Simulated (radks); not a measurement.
Task: Species: Ne IV. Configuration: [He] 2s2 2p3. Method: non-relativistic Kohn-Sham, LDA (Slater exchange, Perdew-Wang correlation), spin-polarised, spherical densities, point nucleus; open shells are filled with parallel spins first; computed with a radial shooting solver on a logarithmic mesh with Libxc functionals. Some entries of the table are withheld. Estimate them.

| orbital | occ. | eigenvalue (eV) | <r^2> (bohr^2) |
|---|---|---|---|
| 1s up | 1 | (1) | 0.03409 |
| 1s down | 1 | (2) | 0.03379 |
| 2s up | 1 | -105.5124 | (3) |
| 2s down | 1 | -97.5173 | (4) |
| 2p up | 3 | -83.7259 | 0.6878 |
| 2p down | 0 | -75.0388 | 0.7561 |

Result: 
(1) 1s up eigenvalue (eV): -909.0027
(2) 1s down eigenvalue (eV): -904.9113
(3) 2s up <r^2> (bohr^2): 0.7465
(4) 2s down <r^2> (bohr^2): 0.7894
